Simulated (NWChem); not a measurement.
# CuH$_{3}$O; SMILES [OH2]->[CuH]

```xyz
5

Cu     0.0097     0.4797     0.0000
H     -0.0578     1.9630     0.0000
O      0.0642    -1.5094     0.0000
H     -0.3688    -1.9000    -0.7700
H     -0.3688    -1.9000     0.7700
```
Atoms are numbered in this order, from 1.

Results from NWChem. The geometry was optimised at PBE0/def2-SVP.

Q: Predict the results for B3LYP/def2-SVP. Quantities: highest occupied level (eV); orbital gap (eV); dipole (D).

A: The highest occupied level (eV) is -5.36. The orbital gap (eV) is 4.63 and the dipole (D) is 6.00.
